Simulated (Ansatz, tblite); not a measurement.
Cost and result up the ladder for BiH2(SMe) (CH5BiS) (8 atoms). Charge 0, multiplicity 1. Geometry: r2SCAN-D4/def2-TZVP.

```xyz
8

Bi   -0.694   -1.157    1.291
H    -2.365   -1.589    0.795
H    -0.195   -2.854    0.992
S     0.009   -0.384   -1.009
C     0.700    1.244   -0.562
H    -0.058    1.906   -0.143
H     1.064    1.682   -1.493
H     1.539    1.153    0.128
```

Ansatz on 4 threads of Arm Neoverse V2 on a shared host; xTB runs through tblite on one thread. Times are rough, summed over both states, and most runs start from the orbitals of an earlier one. PBE0-D4/def2-TZVP serves as the yardstick here, not as an exact answer. The other state is a triplet.

In the def2 sets Bi takes a core potential; there is no spin–orbit coupling. The xTB rows come from tblite.

xTB has no spin-polarisation term.

| level | functions | wall time | vertical triplet (eV) | difference from PBE0-D4/def2-TZVP (eV) |
| --- | --- | --- | --- | --- |
| GFN2-xTB | 22 | 0.005 s | 4.80 | 1.18 |
| GFN1-xTB | 27 | 0.007 s | 5.60 | 1.98 |
| PBE-D4/def2-TZVP (with forces) | 148 | 3 s | 3.57 | -0.05 |
| PBE0-D4/def2-TZVP | 148 | 4.4 s | 3.62 | 0.00 |
| r2SCAN-D4/def2-TZVP | 148 | 7 s | 3.59 | -0.03 |
